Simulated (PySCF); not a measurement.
CH8Si2, SMILES [SiH3]C[SiH3] (connectivity only; charge and spin as stated), charge +1, multiplicity 2.

Geometry: ωB97X-D3(BJ)/def2-SVP. The geometry has at least one imaginary mode, so it is a saddle point at that level. The multiplicity is an assumed one; other spin states were not compared.

Computed with CAM-B3LYP/def2-TZVPD (PySCF).

Gas-phase values at a fixed geometry.

```
Quantity                                                           Result
------------------------------------------------  -----------------------
total energy                                           -621.54738 hartree
point group                                                           C2v
α spin, highest occupied and lowest empty level       -15.41 and -4.68 eV
β spin, highest occupied and lowest empty level       -16.46 and -9.59 eV
dipole moment about the centre of nuclear charge                   0.77 D
mean static polarisability                          68.0 bohr³ (10.08 Å³)
polarisability, principal values                   53.8, 58.6, 91.7 bohr³
⟨S²⟩                                              0.758 (pure state 0.75)
```
